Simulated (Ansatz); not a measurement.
Geometry optimisation, Ansatz, RHF/def2-SVP.

The input (input.yaml):

```yaml
crystal:
  periodic: [false, false, false]
  atoms:
    - { symbol: W, position_ang: [-0.214569, 0.324097, 0.238944] }
    - { symbol: H, position_ang: [0.469657, -0.34266, 1.646303] }
    - { symbol: H, position_ang: [1.451308, 0.038255, 0.108346] }
    - { symbol: Cl, position_ang: [0.410445, 2.537269, -0.035404] }
    - { symbol: F, position_ang: [-1.9378, -0.417187, 0.073788] }
    - { symbol: H, position_ang: [0.26218, -1.24425, 0.081642] }
    - { symbol: H, position_ang: [0.32848, -0.225524, -1.21392] }
basis:
  gaussian: { orbitals: def2-SVP }
hamiltonian:
  xc: hf
relax:
  f_tol: 0.03
  max_steps: 50
```

Run as:

```bash
$ ansatz run input.yaml --threads 1 --pin off --max-ram 2048MiB --backend cpu --events-out ev --progress --plain --runs-dir out
```

Problem. Where does it end, and by what steps?

Solution. It converged. The force dipped under the threshold on the way, but the program's further checks kept it going. After 24 steps the energy has fallen by 0.462 eV; H7 moved furthest, 0.96 Å. Joined: H6–H7.

```json
{"step": "0", "energy less start (eV)": "0.0000", "largest force component (eV/Å)": "0.990", "accepted": "yes"}
{"step": "1", "energy less start (eV)": "-0.0138", "largest force component (eV/Å)": "0.922", "accepted": "yes"}
{"step": "2", "energy less start (eV)": "-0.0351", "largest force component (eV/Å)": "0.173", "accepted": "yes"}
{"step": "3", "energy less start (eV)": "-0.0407", "largest force component (eV/Å)": "0.074", "accepted": "yes"}
{"step": "4", "energy less start (eV)": "-0.0372", "largest force component (eV/Å)": "0.215", "accepted": "no"}
{"step": "5", "energy less start (eV)": "-0.0475", "largest force component (eV/Å)": "0.037", "accepted": "yes"}
{"step": "6", "energy less start (eV)": "-0.0508", "largest force component (eV/Å)": "0.083", "accepted": "yes"}
{"step": "7", "energy less start (eV)": "-0.0519", "largest force component (eV/Å)": "0.033", "accepted": "yes"}
{"step": "8", "energy less start (eV)": "-0.0528", "largest force component (eV/Å)": "0.020", "accepted": "yes"}
{"step": "9", "energy less start (eV)": "-0.0613", "largest force component (eV/Å)": "0.394", "accepted": "yes"}
{"step": "10", "energy less start (eV)": "-0.1164", "largest force component (eV/Å)": "0.727", "accepted": "yes"}
{"step": "11", "energy less start (eV)": "-0.1988", "largest force component (eV/Å)": "0.803", "accepted": "yes"}
{"step": "12", "energy less start (eV)": "-0.2293", "largest force component (eV/Å)": "0.685", "accepted": "yes"}
{"step": "13", "energy less start (eV)": "-0.2499", "largest force component (eV/Å)": "1.739", "accepted": "yes"}
{"step": "14", "energy less start (eV)": "-0.2955", "largest force component (eV/Å)": "0.784", "accepted": "yes"}
{"step": "15", "energy less start (eV)": "-0.3451", "largest force component (eV/Å)": "0.666", "accepted": "yes"}
{"step": "16", "energy less start (eV)": "-0.3164", "largest force component (eV/Å)": "2.629", "accepted": "no"}
{"step": "17", "energy less start (eV)": "-0.4029", "largest force component (eV/Å)": "0.521", "accepted": "yes"}
{"step": "18", "energy less start (eV)": "-0.4422", "largest force component (eV/Å)": "0.454", "accepted": "yes"}
{"step": "19", "energy less start (eV)": "-0.4246", "largest force component (eV/Å)": "0.720", "accepted": "no"}
{"step": "20", "energy less start (eV)": "-0.4601", "largest force component (eV/Å)": "0.048", "accepted": "yes"}
{"step": "21", "energy less start (eV)": "-0.4588", "largest force component (eV/Å)": "0.134", "accepted": "no"}
{"step": "22", "energy less start (eV)": "-0.4615", "largest force component (eV/Å)": "0.066", "accepted": "yes"}
{"step": "23", "energy less start (eV)": "-0.4622", "largest force component (eV/Å)": "0.034", "accepted": "yes"}
{"step": "24", "energy less start (eV)": "-0.4624", "largest force component (eV/Å)": "0.013", "accepted": "yes"}
```

```xyz
7
Properties=species:S:1:pos:R:3
W -0.094 0.493 0.218
H 0.222 -0.266 1.683
H 1.489 0.330 -0.373
Cl 0.345 2.740 0.427
F -1.801 -0.191 -0.113
H 0.411 -1.341 -0.110
H 0.197 -1.094 -0.833
```

The run took 41 s on 1 thread of Intel(R) Xeon(R) Platinum 8488C (Sapphire Rapids), with other jobs on the host, peak memory 0.17 GiB.
